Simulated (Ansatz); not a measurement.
Consider the formal exchange of groups at a B–C bond: `CC([SiH3])BCl` + `F[SiH](F)F` → `F[Si](F)(F)BCl` + `CC[SiH3]`.

Gas-phase electronic energies from Ansatz, PBE0-D4/def2-TZVP geometries. CCSD(T)/CBS adds triple-zeta CCSD(T) − MP2 to the extrapolated MP2 energy (def2 sets, frozen cores). One conformer a species, not always the lowest.

`CC([SiH3])BCl`:

Z-matrix (Å, degrees):
```
C
C 1 1.533
H 1 1.093 2 111.1
H 1 1.093 2 111.2 3 119.4
H 1 1.093 2 111.9 3 -120.2
Si 2 1.902 1 109.0 3 175.0
B 2 1.536 1 115.4 3 -66.8
H 2 1.097 1 112.0 3 61.6
H 6 1.487 2 107.7 1 -52.1
H 6 1.484 2 111.4 1 -172.4
H 6 1.487 2 110.3 1 66.1
Cl 7 1.755 2 121.2 1 155.8
H 7 1.195 2 122.6 1 -27.4
```

`F[SiH](F)F`:

Cartesian coordinates in Å:
```
F -0.305 1.520 0.162
Si -0.025 -0.021 0.024
F 1.471 -0.289 0.429
F -0.206 -0.421 -1.487
H -0.934 -0.789 0.872
```

`F[Si](F)(F)BCl`:

Z-matrix (Å, degrees):
```
Si
F 1 1.581
F 1 1.581 2 107.5
F 1 1.578 2 107.2 3 -114.9
B 1 2.010 2 110.7 3 121.0
Cl 5 1.727 1 120.1 2 120.3
H 5 1.192 1 122.3 2 -59.6
```

`CC[SiH3]`:

Cartesian coordinates in Å:
```
C 1.072 -0.915 -0.177
C 0.101 0.144 -0.691
Si -1.082 0.772 0.623
H 1.747 -1.260 -0.965
H 0.541 -1.790 0.207
H 1.690 -0.527 0.637
H -0.492 -0.252 -1.523
H 0.649 1.002 -1.095
H -0.326 1.378 1.753
H -1.898 -0.350 1.164
H -2.003 1.799 0.066
```

```tsv
species	MP2/def2-QZVPP energy (Eh)
`CC([SiH3])BCl`	-854.46511
`F[SiH](F)F`	-589.17114
`F[Si](F)(F)BCl`	-1073.71035
`CC[SiH3]`	-369.90218
```

Problem. Work out ΔE.

Solution. ΔE = (-1073.71035) + (-369.90218) − (-854.46511) − (-589.17114) = 0.02372 Eh = +62.3 kJ/mol. CCSD(T)/CBS gives +52.1 kJ/mol.

Largest T1 diagnostic among the species: 0.013.

From PBE to PBE0 (25 % exact exchange), in def2-TZVPP and without D4, ΔE moves by +4.0 kJ/mol. In def2-TZVPP, CCSD(T) changes the Hartree–Fock value by +7.6 kJ/mol (the triples alone add +1.8 kJ/mol) and MP2 by +17.6 kJ/mol.
